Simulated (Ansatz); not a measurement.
Ansatz (a quantum-chemistry and plane-wave program) input:

Ansatz 0.2 input:
```yaml
crystal:
  periodic: [false, false, false]
  atoms:
    - {symbol: Ga, position_ang: [-0.00000000, -0.00000000, -1.81337577]}
    - {symbol: O, position_ang: [0.00000000, 0.00000000, 0.00000000]}
    - {symbol: Ga, position_ang: [0.00000000, 0.00000000, 1.81337577]}
basis:
  gaussian:
    orbitals: def2-TZVP
hamiltonian:
  xc: {name: wB97X-V}
relax: {f_tol: 0.003, max_steps: 100}
```

**Question.** What final total energy does it print?

**Answer.** -3924.65700 Eh (wB97X-V/def2-TZVP). The basis has 127 functions. The run takes about 22 core-seconds (a rough figure).
